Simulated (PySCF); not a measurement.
# How methods differ on the excitation energy of Fe⁺

Fe⁺ [Ar] 3d6 4s1 (6D) → Fe⁺ [Ar] 3d6 4p1 (high-spin determinant), as a difference of total energies. Computed with PySCF 2.14 in def2-TZVPPD (6s6p4d2f1g, 67 functions), with the non-relativistic Hamiltonian (point nucleus). Correlated levels: valence and next inner shell: [Ne] frozen. The calculations carry no spin-orbit coupling.

```tsv
method	excitation energy (eV)
UHF	4.393
MP2 (valence and next inner shell)	4.725
SCS-MP2 (valence and next inner shell)	4.644
CCSD (valence and next inner shell)	4.677
CCSD(T) (valence and next inner shell)	4.681
```

Task: How much does correlation contribute at CCSD(T) (valence and next inner shell)?

Result: 4.681 − (4.393) = 0.288 eV, measured against UHF.

A first-order spin-orbit estimate (lowest level to lowest level, LS coupling) adds 0.019 eV.

The determinant of the upper state mixes LS terms, which raises its energy above the lowest term, most at the Hartree-Fock and MP2 levels.
